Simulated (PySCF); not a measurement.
# I (iodine, neutral) across methods

[Kr] 4d10 5s2 5p5, 2P determinant. Calculation: PySCF 2.14, in ANO-RCC-VTZP (7s6p4d2f1g, 68 functions); the spin-free X2C one-electron Hamiltonian (Gaussian nucleus).

| method | E (hartree) | mean ε 5s β (eV) | mean ε 5p α (eV) | mean ε 5p β (eV) | Σ⟨r²⟩ (bohr²) | ⟨S²⟩ |
| --- | --- | --- | --- | --- | --- | --- |
| UHF | -7112.42852 | -22.673 | -11.436 | -10.427 | 62.11 | 0.760 |
| PBE | -7114.94 | -16.996 | -7.425 | -6.765 | 61.94 | 0.753 |
| PBEsol | -7111.83 | -17.046 | -7.432 | -6.767 | 61.80 | 0.752 |
| wB97M-V | -7114.87 | -21.272 | -10.738 | -10.039 | 61.90 | 0.753 |
| PBE0 | -7115.02 | -18.686 | -8.640 | -7.910 | 61.67 | 0.754 |
| M06 | -7115.51 | -18.371 | -8.359 | -7.651 | 61.87 | 0.753 |
| LDA | -7108.83 | -17.320 | -7.536 | -6.913 | 61.85 | 0.751 |
| r2SCAN | -7115.37 | -17.343 | -7.786 | -7.032 | 61.66 | 0.755 |
